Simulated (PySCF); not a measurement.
Ligands exchanged one at a time, Al OH-H. Gas-phase values, no solvent. One relaxed conformer stands for each flexible species; it need not be the lowest. Strings in code marks are SMILES.

The T1 excitation (TDA) from two functionals at the same geometries (CAM-B3LYP-D3(BJ)/def2-TZVP), both in PySCF: PBE-D3(BJ)/def2-TZVP and CAM-B3LYP-D3(BJ)/def2-TZVP. Excitations are Tamm–Dancoff values on a coarser integration grid. The basis has no diffuse functions, so Rydberg states are missing or too high.

```
species                                                                               PBE-D3(BJ)/def2-TZVP (eV)
------------------------------------------------------------------------------------  -------------------------
0 of 3 OH replaced by H (`[OH][Al]([OH])[OH]`)                                                             5.85
1 of 3 OH replaced by H (`[OH][AlH][OH]` (H–O–Al–O torsion 0°, O–Al–O–H torsion 0°))                       6.27
2 of 3 OH replaced by H (`[OH][AlH2]`)                                                                     5.00
```

Task: What does CAM-B3LYP-D3(BJ)/def2-TZVP give for each?

Result: 
- 0 of 3 OH replaced by H (`[OH][Al]([OH])[OH]`): 6.81
- 1 of 3 OH replaced by H (`[OH][AlH][OH]` (H–O–Al–O torsion 0°, O–Al–O–H torsion 0°)): 7.06
- 2 of 3 OH replaced by H (`[OH][AlH2]`): 5.48
Over these rows, drawn at random from the members with no instability flagged (it was tested for open shells, ions and some series alone), PBE minus CAM-B3LYP-D3(BJ): mean -0.75 eV, from -0.95 eV to -0.49 eV.
